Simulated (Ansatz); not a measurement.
```yaml
crystal:
  periodic: [false, false, false]
  atoms:
    - {symbol: B, position_ang: [-0.004735, 0.009231, -1.352079]}
    - {symbol: P, position_ang: [0.003885, -0.007425, 1.183554]}
    - {symbol: H, position_ang: [0.860262, 1.328682, 1.961043]}
    - {symbol: H, position_ang: [0.741771, -1.422921, 1.941679]}
    - {symbol: H, position_ang: [-1.581970, 0.055429, 1.960826]}
    - {symbol: Cl, position_ang: [2.218148, -0.081045, -1.905921]}
    - {symbol: Cl, position_ang: [-1.037724, 1.985492, -1.883333]}
    - {symbol: Cl, position_ang: [-1.199648, -1.867430, -1.905756]}
basis:
  gaussian: {orbitals: def2-mTZVP, point_charges: [{charge: 0.50, position_ang: [6.914, 0.449, 0.046]}]}
magnetization: {spin_polarized: true, initial_magnetization: 2}
hamiltonian: {xc: {name: B2GP-PLYP}}
```

```sh
$ ansatz run in.yaml --threads 4 --pin off --events-out ev --progress --plain --max-ram 3916MiB
```

It prints (some lines left out):

```
Functional definition: B2GP-PLYP
1012 factors; integrals over basis functions are off by at most 4.5e-4 eV
mean field evaluation 1: about -47541.4834 eV, gradient 2.0e1 eV
mean field evaluation 2: about -47541.5328 eV, gradient 2.0e1 eV
mean field evaluation 4: about -47545.0404 eV, gradient 2.4e0 eV
mean field evaluation 8: about -47545.1783 eV, gradient 5.7e-1 eV
mean field evaluation 16: about -47545.7853 eV, gradient 1.3e0 eV
mean field evaluation 32: about -47545.8586 eV, gradient 1.1e-1 eV
mean field evaluation 64: about -47545.8474 eV, gradient 1.6e0 eV
mean field -47545.88894804 eV, -1747.2791910795 hartree, gradient 9.9e-6 eV, S^2 2.031584; 6 other end points of the search recorded, 0 dependent functions left out
21 core orbitals not correlated: weight in the atoms' cores, before any rotation towards them, 1.000 or more for the frozen orbitals, at most 0.000 for the correlated occupied ones
reference -47545.88911170 eV, -1747.2791970938 hartree; 17, 15 occupied and 78, 80 virtual orbitals, 1012 factors
second order -19.47182277 eV of doubles, -0.00000000 eV of singles
Total energy: -47552.89896790 eV, -1747.5368045576 hartree
```

It took 19 s on 4 threads of Arm Neoverse V1 on a shared host.

Correlated methods freeze 21 core orbitals.
